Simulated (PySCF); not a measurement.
Compound: GaF3.
Numbering: `[F:1][Ga:2]([F:3])[F:4]`

Computed with TDDFT wB97X-D/def2-SVPD, vertical, gas phase, core orbitals frozen in the response in PySCF 2.14.0, density-fitted response routines. Geometry: PBE0-D3(BJ)/def2-SVP; no solvent, vibrations or thermal averaging. Relativistic effects, spin–orbit coupling among them, are left out although an element past zinc is present.

```tsv
state	E (eV)	λ (nm)	f	symmetry	main configurations (H = HOMO, L = LUMO)
S1	7.74	160.2	0.0000	–	H→L (96%)
S2	7.90	156.9	0.0000	–	H-3→L (95%)
S3	7.90	156.9	0.0000	–	H-4→L (95%)
S4	8.02	154.5	0.072	E′	H-2/H-1→L (≥90%)
S5	8.02	154.5	0.072	E′	H-2/H-1→L (≥90%)
S6	8.71	142.4	0.100	A2″	H-5→L (96%)
S7	9.41	131.7	0.015	E′	H-6→L (63%), H-3→L+1 (33%)
S8	9.42	131.7	0.016	E′	H-7→L (63%), H-4→L+1 (33%)
S9	9.42	131.6	0.0000	–	H→L+1 (99%)
```

Triplets, Tamm–Dancoff:

```csv
state,E (eV),λ (nm),"main configurations (H = HOMO, L = LUMO)"
T1,7.38,167.9,H→L (94%)
T2,7.43,166.8,H-2/H-1→L (≥90%)
T3,7.43,166.8,H-2/H-1→L (≥90%)
```

The lowest singlet lies at 7.74 eV (160 nm, vacuum ultraviolet) and is dark (f under 0.0005); its leading configuration is HOMO→LUMO (96%). The strongest level in the table is S4/S5 at 8.02 eV (155 nm, f = 0.144 summed). S2/S3, S4/S5 and S7/S8/S9 lie within about 0.01 eV of each other in each set; the point group D3h has degenerate representations, and within a degenerate level the listed configurations can mix freely. Löwdin shares by element: HOMO fluorine 100%; LUMO gallium 59%, fluorine 41%. Of the 9 states listed, 5 reach f = 0.01 and 4 stay under 0.0005. Orbital energies (eV): HOMO-3 -14.17, HOMO-2 -14.09, HOMO-1 -14.09, HOMO -13.98, LUMO -0.87, LUMO+1 0.71, LUMO+2 2.17. Weighted by f, the mean energy of these states is 8.43 eV. The vertical ionisation energy (ΔSCF) is 14.87 eV, 5.45 eV above S9. Symmetry labels in D3h follow from the direction of the transition dipole and are given only for states with f of 0.002 or more. Orbitals of the list HOMO-3 to LUMO+2 that lie within 0.01 eV of each other are written together with a slash and their weights summed (≥ marks a lower bound); for degenerate orbitals outside that list single weights are arbitrary. Singlets were solved by full linear response, triplets in the Tamm–Dancoff approximation. The highest level found (9.50 eV, f 0.0000 so far) is left out, since the window may have cut off a degenerate partner.

Time: 35 s; peak memory 0.45 GiB. Hardware: one thread, Arm Neoverse V1 (aarch64), shared host.
